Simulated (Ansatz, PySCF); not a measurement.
This triplet is an excited state, 2.19 eV above the relaxed singlet at the level frozen-core CCSD(T)/cc-pVTZ // PBE0-D3(BJ)/def2-TZVP (Ansatz, a program for electronic structure).

## CClNSi, SMILES `[C-]#[N+][Si]Cl` (excited triplet) (charge 0, multiplicity 3)

All values below come from PBE0-D3(BJ)/def2-TZVP (PySCF).

```
Quantity                                         Value
-----------------------------  -----------------------
highest occupied spin orbital                 -5.83 eV
dipole moment                                   2.64 D
total energy                              -842.1497 Ha
cost                           roughly 80 core-seconds
```

Bond lengths (Å): C1–N2 1.181, N2–Si3 1.704, Si3–Cl4 2.033. Bond angles (°): C1–N2–Si3 175.5, N2–Si3–Cl4 117.0.
Charge 0, spin multiplicity 3.
